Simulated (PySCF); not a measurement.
## Co⁺ (cobalt, charge +1) across methods

[Ar] 3d7 4p1, one real determinant (an excited configuration). Computed with PySCF 2.14 in x2c-TZVPPall (6s5p4d2f1g, 64 functions), with the spin-free X2C one-electron Hamiltonian (Gaussian nucleus).

| method | E (hartree) | mean ε 3d α (eV) | mean ε 3d β (eV) | mean ε 4p α (eV) | Σ⟨r²⟩ (bohr²) | ⟨S²⟩ |
| --- | --- | --- | --- | --- | --- | --- |
| PBE | -1392.492 | -19.415 | -16.960 | -8.852 | 27.64 | 6.001 |
| r2SCAN0 | -1392.681 | -22.349 | -19.550 | -9.529 | 27.52 | 6.003 |
| CAM-B3LYP | -1392.821 | -23.486 | -20.945 | -10.429 | 27.56 | 6.002 |
| PBE0 | -1392.513 | -22.025 | -19.305 | -9.443 | 27.61 | 6.002 |
| UHF | -1391.43781 | -29.200 | -25.525 | -10.762 | 27.85 | 6.004 |
| r2SCAN | -1392.710 | -19.808 | -17.237 | -8.992 | 27.54 | 6.003 |
| LDA | -1390.050 | -19.713 | -16.985 | -8.910 | 27.53 | 6.001 |
| BLYP | -1392.819 | -19.279 | -17.029 | -8.687 | 27.66 | 6.002 |

⟨L²⟩ = 13.89 against 20 for a pure G term, so this real determinant mixes terms.
